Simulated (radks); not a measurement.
Task: Spherical quantum dot in the effective-mass picture: electrons in a parabolic well V = omega^2 r^2 / 2 with omega = 0.277, with a point charge +2 (a donor) at the centre, all in effective atomic units (hartree* = m*/eps^2 hartree, bohr* = eps/m* bohr), one dielectric constant everywhere. Calculated with a radial shooting solver with Libxc functionals: non-relativistic Kohn-Sham, LDA (Slater exchange, Perdew-Wang correlation), spin-polarised, spherical densities. Levels are named by radial order and angular momentum (1s, 1p, 1d, 2s, ...), and open shells are averaged over m. At N = 5 the configuration is 1s2 1p(up 2, down 0) 2s(up 1, down 0). Does electron 6 go into 1p down or 1p up or 2s down?

Result: Into 1p up. The total energies of the other choices lie higher by 0.0440 hartree* (2s down), 0.0637 hartree* (1p down).
